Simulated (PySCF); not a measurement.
C4H8Si2, SMILES [SiH3]C1=CC=C[SiH2]1.

Geometry: r2SCAN-D4/def2-SVP. This is a generated structure with no PubChem entry under its InChIKey; it may be hypothetical.

Calculation: r2SCAN-D4/def2-SVP in PySCF.

Frequencies are harmonic and unscaled.

Computed harmonic wavenumbers and intensities:
| mode | ν (cm⁻¹) | IR (km/mol) | moving atoms (share of kinetic energy) |
|---|---|---|---|
| 1 | 98 | 0.0 | H 92 % |
| 2 | 145 | 0.2 | C 61 %, H 29 %, Si 11 % |
| 3 | 164 | 0.2 | Si 41 %, C 34 %, H 26 % |
| 4 | 245 | 0.6 | H 55 %, C 44 % |
| 5 | 373 | 7.8 | Si 65 %, C 26 %, H 9 % |
| 6 | 403 | 0.7 | H 53 %, C 47 % |
| 7 | 516 | 3.8 | Si 55 %, C 28 %, H 17 % |
| 8 | 543 | 2.2 | H 65 %, C 18 %, Si 17 % |
| 9 | 623 | 14.6 | C 53 %, Si 27 %, H 20 % |
| 10 | 653 | 20.0 | H 78 %, C 16 % |
| 11 | 668 | 31.0 | H 57 %, C 28 %, Si 15 % |
| 12 | 710 | 100.2 | H 67 %, C 26 % |
| 13 | 710 | 7.9 | H 73 %, C 25 % |
| 14 | 747 | 46.6 | H 79 %, C 19 % |
| 15 | 831 | 42.7 | C 49 %, H 41 %, Si 10 % |
| 16 | 918 | 197.4 | H 92 % |
| 17 | 933 | 40.8 | H 96 % |
| 18 | 934 | 160.9 | H 93 % |
| 19 | 936 | 0.3 | H 72 %, C 27 % |
| 20 | 951 | 55.5 | H 97 % |
| 21 | 995 | 2.2 | C 64 %, H 35 % |
| 22 | 997 | 0.1 | H 73 %, C 27 % |
| 23 | 1008 | 121.6 | C 65 %, H 25 %, Si 10 % |
| 24 | 1105 | 23.3 | H 73 %, C 25 % |
| 25 | 1270 | 6.1 | H 75 %, C 25 % |
| 26 | 1331 | 14.4 | H 56 %, C 44 % |
| 27 | 1538 | 15.4 | C 97 % |
| 28 | 1610 | 9.2 | C 89 %, H 10 % |
| 29 | 2204 | 73.7 | H 96 % |
| 30 | 2208 | 106.4 | H 99 % |
| 31 | 2214 | 125.9 | H 96 % |
| 32 | 2215 | 66.4 | H 96 % |
| 33 | 2216 | 132.7 | H 98 % |
| 34 | 3125 | 13.0 | H 92 %, C 8 % |
| 35 | 3153 | 24.1 | H 92 %, C 8 % |
| 36 | 3213 | 1.2 | H 91 %, C 9 % |
